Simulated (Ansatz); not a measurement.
Relative stability

Two relaxed structures of CH2OTe, closed shell (PBE0-D4/def2-TZVP; forces vanish, vibrations not checked).

A:

C1  (0.075, -0.103, 0.392)
O2  (-1.123, -0.118, 0.955)
Te3  (1.025, -1.704, -0.239)
H4  (-1.401, 0.777, 1.189)
H5  (0.524, 0.887, 0.294)
(Å)

B:

C1  (-0.020, 0.338, -0.144)
O2  (-0.791, -0.228, 0.812)
Te3  (0.578, -1.668, 0.284)
H4  (-0.465, 0.466, -1.130)
H5  (0.698, 1.092, 0.178)
(Å)

Computed with Ansatz 0.2.0 (basis: def2-TZVPP); correlated methods freeze the cores. Filled d shells of the heavier atoms are correlated. Core potentials replace the inner electrons of the atoms past krypton. The def2 sets are not built for correlating such inner shells, so the correlated values are less sure here. B3LYP uses VWN-RPA correlation.

(1) Which structure is lower at CCSD(T), and by how much? (An estimate is asked for; the value comes from the calculation.)

No T1 diagnostic of these runs exceeds 0.021. The restricted Hartree–Fock reference is unstable towards an unrestricted one at one or more of these structures.

Results:

(1) By the calculation: A, by 0.490 eV (electronic energy, against the other). By their contacts, A is CH₂OTe ([OH][CH][Te]) and B is CH₂OTe ([CH2]1[O][Te]1).

All methods give the same order:

| method | E(B) − E(A) (eV) |
| --- | --- |
| PBE-D4 | 0.465 |
| r2SCAN-D4 | 0.500 |
| PBE0-D4 | 0.484 |
| B3LYP-D4 | 0.507 |
| wB97M-V | 0.456 |
| HF | 0.676 |
| MP2 | 0.434 |
| CCSD | 0.495 |
| CCSD(T) | 0.490 |

Labels in which every atom is bracketed show which atoms are joined, not bond orders.

For scale, one of the runs: CCSD(T)/def2-TZVPP, 140 basis functions, launched by `ansatz run in.yaml --threads 2 --pin off --events-out ev --progress --plain --max-ram 4352MiB`. The run took 23 s on 2 CPU threads of an Arm Neoverse V2 (shared host), with 0.96 GiB of host memory at its peak.
